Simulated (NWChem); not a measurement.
System: SiH₂SCl₂; SMILES S[SiH](Cl)Cl

Input file for NWChem:

```
start job
memory heap 200 mb stack 900 mb global 1100 mb
geometry units angstroms noautoz
  Si     0.014036     0.030555     0.474505
  S      0.591035    -1.844531    -0.340915
  Cl     1.212956     1.558808    -0.205361
  Cl    -1.915685     0.328144    -0.151614
  H      0.061220     0.070008     1.954068
  H      1.839795    -1.781825     0.176428
end
basis spherical
  Si library def2-svp
  S library def2-svp
  Cl library def2-svp
  H library def2-svp
end
dft
  xc xpbe96 cpbe96
  iterations 150
  vectors input atomic output neutral.movecs
end
task dft energy
charge 1
dft
  odft
  mult 2
  vectors input atomic output cation.movecs
end
task dft energy
```

Output (shortened):

```
             Northwest Computational Chemistry Package (NWChem) 7.3.0
             --------------------------------------------------------

 C1  symmetry detected

                             Geometry "geometry" -> ""
                             -------------------------

 Output coordinates in angstroms (scale by  1.889725989 to convert to a.u.)

  No.       Tag          Charge          X              Y              Z
 ---- ---------------- ---------- -------------- -------------- --------------
    1 Si                  14.0000    -0.01183669     0.03162847     0.51556809
    2 S                   16.0000     1.48041062    -1.29900005    -0.20304922
    3 Cl                  17.0000     0.26405043     1.94265110    -0.19651547
    4 Cl                  17.0000    -1.79102056    -0.71855425    -0.17445945
    5 H                    1.0000    -0.05827616     0.12356872     1.99282227
    6 H                    1.0000     2.49591196    -0.59201310     0.34458557

 Effective nuclear repulsion energy (a.u.)     336.8230672098

  pbe96 is a nonlocal functional; adding pw91lda local functional.

                                 NWChem DFT Module
                                 -----------------

 Summary of "ao basis" -> "ao basis" (spherical)
 ------------------------------------------------------------------------------
       Tag                 Description            Shells   Functions and Types
 ---------------- ------------------------------  ------  ---------------------
 Si                         def2-svp                 8       18   4s3p1d
 S                          def2-svp                 8       18   4s3p1d
 Cl                         def2-svp                 8       18   4s3p1d
 H                          def2-svp                 3        5   2s1p

            General Information
            -------------------
          SCF calculation type: DFT
          Wavefunction type:  closed shell.
          No. of atoms     :     6
          No. of electrons :    66
           Alpha electrons :    33
            Beta electrons :    33
          Charge           :     0
          Spin multiplicity:     1
          Use of symmetry is: off; symmetry adaption is: off
          Maximum number of iterations: 150
          AO basis - number of functions:    82
                     number of shells:    38
          Convergence on energy requested:  1.00D-06
          Convergence on density requested:  1.00D-05
          Convergence on gradient requested:  5.00D-04

              XC Information
              --------------
          PerdewBurkeErnzerhof Exchange Functional  1.000
            Perdew 1991 LDA Correlation Functional  1.000 local
           PerdewBurkeErnz. Correlation Functional  1.000 non-local

             Grid Information
             ----------------
          Grid used for XC integration:  medium
          Radial quadrature: Mura-Knowles
          Angular quadrature: Lebedev.
          Tag              B.-S. Rad. Rad. Pts. Rad. Cut. Ang. Pts.
          ---              ---------- --------- --------- ---------
          Si                  1.10       88           8.0       590
          S                   1.00       88           9.0       590
          Cl                  1.00       88          11.0       590
          H                   0.35       45          10.0       434
          Grid pruning is: on
          Number of quadrature shells:   442
          Spatial weights used:  Erf1

      Superposition of Atomic Density Guess
      -------------------------------------

 Sum of atomic energies:       -1605.73145920

      Non-variational initial energy
      ------------------------------

 Total energy =   -1606.730979
 1-e energy   =   -2892.916853
 2-e energy   =     949.362806
 HOMO         =      -0.319756
 LUMO         =       0.081480

   convergence    iter        energy       DeltaE   RMS-Dens  Diis-err
 ---------------- ----- ----------------- --------- --------- ---------
 d= 0,ls=0.0,diis     1  -1608.1232623416 -1.94D+03  1.99D-02  7.27D-01
 d= 0,ls=0.0,diis     2  -1608.0196686046  1.04D-01  1.48D-02  1.19D+00
 d= 0,ls=0.0,diis     3  -1608.1931270711 -1.73D-01  3.44D-03  7.34D-02
 d= 0,ls=0.0,diis     4  -1608.2040202775 -1.09D-02  7.55D-04  2.94D-03
 d= 0,ls=0.0,diis     5  -1608.2045042159 -4.84D-04  1.85D-04  1.56D-04
  Resetting Diis
 d= 0,ls=0.0,diis     6  -1608.2045292699 -2.51D-05  5.33D-05  1.50D-05
 d= 0,ls=0.0,diis     7  -1608.2045315164 -2.25D-06  2.15D-05  4.89D-07
 d= 0,ls=0.0,diis     8  -1608.2045314608  5.57D-08  1.27D-05  8.80D-07
 d= 0,ls=0.0,diis     9  -1608.2045315994 -1.39D-07  1.67D-06  1.75D-08

         Total DFT energy =    -1608.204531599392
      One electron energy =    -2894.059419927992
           Coulomb energy =     1052.223078914655
    Exchange-Corr. energy =     -103.191257795811
 Nuclear repulsion energy =      336.823067209756

 Numeric. integr. density =       66.000002332738

                       DFT Final Molecular Orbital Analysis
                       ------------------------------------

 Vector   31  Occ=2.000000D+00  E=-2.884812D-01
              MO Center= -6.2D-01,  6.1D-01, -1.5D-01, r^2= 4.1D+00
   Bfn.  Coefficient  Atom+Function         Bfn.  Coefficient  Atom+Function
  ----- ------------  ---------------      ----- ------------  ---------------
    66      0.416601  4 Cl py                47      0.391634  3 Cl px
    63      0.318359  4 Cl py                44      0.296058  3 Cl px
    49      0.206161  3 Cl pz                60      0.184149  4 Cl py
    41      0.171773  3 Cl px                46      0.158614  3 Cl pz
    48      0.143828  3 Cl py                67     -0.139314  4 Cl pz

 Vector   32  Occ=2.000000D+00  E=-2.812188D-01
              MO Center=  3.9D-02,  2.8D-01,  1.6D-01, r^2= 4.8D+00
   Bfn.  Coefficient  Atom+Function         Bfn.  Coefficient  Atom+Function
  ----- ------------  ---------------      ----- ------------  ---------------
    49      0.332032  3 Cl pz                67      0.275552  4 Cl pz
    46      0.252365  3 Cl pz                73     -0.229663  5 H  s
    30      0.210608  2 S  py                64      0.206952  4 Cl pz
    74     -0.200220  5 H  s                 47     -0.186760  3 Cl px
    29     -0.161244  2 S  px                27      0.158714  2 S  py

 Vector   33  Occ=2.000000D+00  E=-2.447782D-01
              MO Center=  1.3D+00, -1.0D+00, -1.1D-01, r^2= 2.4D+00
   Bfn.  Coefficient  Atom+Function         Bfn.  Coefficient  Atom+Function
  ----- ------------  ---------------      ----- ------------  ---------------
    31      0.507170  2 S  pz                28      0.364464  2 S  pz
    30     -0.333952  2 S  py                27     -0.238950  2 S  py
    25      0.207874  2 S  pz                48     -0.147072  3 Cl py
    24     -0.136192  2 S  py                74     -0.105060  5 H  s
    45     -0.100910  3 Cl py                73     -0.089459  5 H  s

 Vector   34  Occ=0.000000D+00  E=-2.934884D-02
              MO Center=  9.8D-01, -2.7D-01,  3.3D-01, r^2= 4.0D+00
   Bfn.  Coefficient  Atom+Function         Bfn.  Coefficient  Atom+Function
  ----- ------------  ---------------      ----- ------------  ---------------
    79     -0.651860  6 H  s                  3      0.642999  1 Si s
    11      0.609481  1 Si px                29      0.564201  2 S  px
    12      0.352425  1 Si py                48      0.349617  3 Cl py
    74     -0.314354  5 H  s                 78     -0.279660  6 H  s
    40     -0.274892  3 Cl s                  2      0.235310  1 Si s

 Vector   35  Occ=0.000000D+00  E=-1.989307D-02
              MO Center= -2.5D-01, -6.8D-03,  1.9D-01, r^2= 3.8D+00
   Bfn.  Coefficient  Atom+Function         Bfn.  Coefficient  Atom+Function
  ----- ------------  ---------------      ----- ------------  ---------------
     3      0.829704  1 Si s                 11     -0.595362  1 Si px
    65     -0.516130  4 Cl px                58     -0.469260  4 Cl s
    13     -0.373918  1 Si pz                 4      0.360959  1 Si s
     2      0.337164  1 Si s                 48      0.281437  3 Cl py
    79      0.272271  6 H  s                 66     -0.255947  4 Cl py

 Vector   36  Occ=0.000000D+00  E=-8.097169D-03
              MO Center=  1.5D+00, -2.9D-01,  4.0D-01, r^2= 4.1D+00
   Bfn.  Coefficient  Atom+Function         Bfn.  Coefficient  Atom+Function
  ----- ------------  ---------------      ----- ------------  ---------------
    79     -0.946000  6 H  s                 22      0.917231  2 S  s
    11     -0.693056  1 Si px                30      0.634311  2 S  py
     4     -0.506048  1 Si s                 31      0.393604  2 S  pz
    29      0.269330  2 S  px                21      0.262514  2 S  s
    78     -0.195280  6 H  s                 27      0.193221  2 S  py

     Multipole analysis of the density
     ---------------------------------

     L   x y z        total         alpha         beta         nuclear
     -   - - -        -----         -----         ----         -------
     0   0 0 0     -0.000000    -33.000000    -33.000000     66.000000

     1   1 0 0      0.456168      0.228084      0.228084      0.000000
     1   0 1 0      0.044047      0.022023      0.022023     -0.000000
     1   0 0 1      0.428987      0.214493      0.214493     -0.000000

     2   2 0 0    -36.093294   -191.275223   -191.275223    346.457151
     2   1 1 0      0.221052      3.075500      3.075500     -5.929947
     2   1 0 1      0.978413     -0.008319     -0.008319      0.995052
     2   0 2 0    -40.240136   -199.230015   -199.230015    358.219893
     2   0 1 1      0.089141     -0.190902     -0.190902      0.470945
     2   0 0 2    -38.251351    -36.347160    -36.347160     34.442970

                                 NWChem DFT Module
                                 -----------------

            General Information
            -------------------
          SCF calculation type: DFT
          Wavefunction type:  spin polarized.
          No. of atoms     :     6
          No. of electrons :    65
           Alpha electrons :    33
            Beta electrons :    32
          Charge           :     1
          Spin multiplicity:     2
          Use of symmetry is: off; symmetry adaption is: off
          Maximum number of iterations: 150
          AO basis - number of functions:    82
                     number of shells:    38
          Convergence on energy requested:  1.00D-06
          Convergence on density requested:  1.00D-05
          Convergence on gradient requested:  5.00D-04

              XC Information
              --------------
          PerdewBurkeErnzerhof Exchange Functional  1.000
            Perdew 1991 LDA Correlation Functional  1.000 local
           PerdewBurkeErnz. Correlation Functional  1.000 non-local

             Grid Information
             ----------------
          Grid used for XC integration:  medium
          Radial quadrature: Mura-Knowles
          Angular quadrature: Lebedev.
          Tag              B.-S. Rad. Rad. Pts. Rad. Cut. Ang. Pts.
          ---              ---------- --------- --------- ---------
          Si                  1.10       88           8.0       590
          S                   1.00       88           9.0       590
          Cl                  1.00       88          11.0       590
          H                   0.35       45          10.0       434
          Grid pruning is: on
          Number of quadrature shells:   442
          Spatial weights used:  Erf1

      Superposition of Atomic Density Guess
      -------------------------------------

 Sum of atomic energies:       -1605.73145920

 Renormalizing density from      66.00 to     65

      Non-variational initial energy
      ------------------------------

 Total energy =   -1591.449532
 1-e energy   =   -2849.084779
 2-e energy   =     920.812180
 HOMO         =      -0.581588
 LUMO         =      -0.210548

[...]
```

Level: PBE/def2-SVP, vertical spin-unrestricted ions. Coordinates come from a PBE0/def2-SVP optimisation.
